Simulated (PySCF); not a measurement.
Computed IR spectrum (relative IR intensity) of a molecule CH2ClFO2Si. Geometry optimised at B3LYP-D3(BJ)/def2-SVP. The values are those of a single conformer. Calculation: B3LYP-D3(BJ)/def2-SVP run with PySCF. Frequencies are harmonic and unscaled.

Lines under 2 % of the strongest are left out, and lines within 2 cm⁻¹ are merged.

```json
[
 {"ν (cm⁻¹)": "236", "relative intensity": "2.0"},
 {"ν (cm⁻¹)": "306", "relative intensity": "4.9"},
 {"ν (cm⁻¹)": "339", "relative intensity": "7.0"},
 {"ν (cm⁻¹)": "564", "relative intensity": "12"},
 {"ν (cm⁻¹)": "726", "relative intensity": "4.9"},
 {"ν (cm⁻¹)": "774", "relative intensity": "9.3"},
 {"ν (cm⁻¹)": "840", "relative intensity": "11"},
 {"ν (cm⁻¹)": "849", "relative intensity": "48"},
 {"ν (cm⁻¹)": "948", "relative intensity": "40"},
 {"ν (cm⁻¹)": "1195", "relative intensity": "100"},
 {"ν (cm⁻¹)": "1856", "relative intensity": "53"},
 {"ν (cm⁻¹)": "2353", "relative intensity": "15"},
 {"ν (cm⁻¹)": "3048", "relative intensity": "11"}
]
```

Question: Identify the compound among the candidates.
(A) O=C[Si@](O)(F)Cl
(B) O=C(O)[Si@H](F)Cl
(C) F[Si]1(Cl)OCO1
(D) O=CO[Si@@H](F)Cl

Answer: D, O=CO[Si@@H](F)Cl
